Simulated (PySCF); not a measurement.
C2H7NOSi2, SMILES N[Si@]1(O)C=C[SiH2]1.

Geometry: B3LYP-D3(BJ)/def2-SVP. The structure was generated by enumeration; whether it is a known compound was not checked. Other conformers were not sampled.

The numbers are results of TDDFT-CAM-B3LYP/def2-SVPD (PySCF), not measurements.

Vertical excitations. 

Computed lowest excited states:
```tsv
state	energy (eV)	λ (nm)	f	main pairs
S1	5.16	240	0.002	HOMO→LUMO 91 %
S2	5.99	207	0.002	HOMO−2→LUMO 48 %, HOMO−3→LUMO 27 %, HOMO−1→LUMO 14 %
S3	6.25	198	0.000	HOMO→LUMO+1 70 %, HOMO→LUMO+2 17 %
S4	6.27	198	0.011	HOMO→LUMO+2 41 %, HOMO−1→LUMO 28 %, HOMO→LUMO+1 11 %, HOMO−2→LUMO 8 %
S5	6.39	194	0.034	HOMO→LUMO+3 82 %
S6	6.72	185	0.139	HOMO−1→LUMO 44 %, HOMO→LUMO+2 22 %, HOMO→LUMO+1 8 %
S7	7.08	175	0.012	HOMO−1→LUMO+1 47 %, HOMO→LUMO+5 13 %
S8	7.15	173	0.036	HOMO−3→LUMO 40 %, HOMO−2→LUMO 26 %
S9	7.20	172	0.004	HOMO−1→LUMO+2 71 %
S10	7.37	168	0.024	HOMO−1→LUMO+3 57 %, HOMO−2→LUMO+3 13 %
T1	4.20	295	0	HOMO−1→LUMO 51 %, HOMO−2→LUMO 22 %
T2	4.85	256	0	HOMO→LUMO 80 %
T3	5.40	230	0	HOMO−2→LUMO 33 %, HOMO−3→LUMO 21 %, HOMO→LUMO+3 20 %, HOMO−1→LUMO 7 %
T4	5.64	220	0	HOMO→LUMO+3 40 %, HOMO→LUMO+2 16 %, HOMO−2→LUMO 10 %, HOMO−3→LUMO 6 %
```
Triplets are in the Tamm–Dancoff approximation, which puts them higher than full response would, so one can lie above its singlet here.
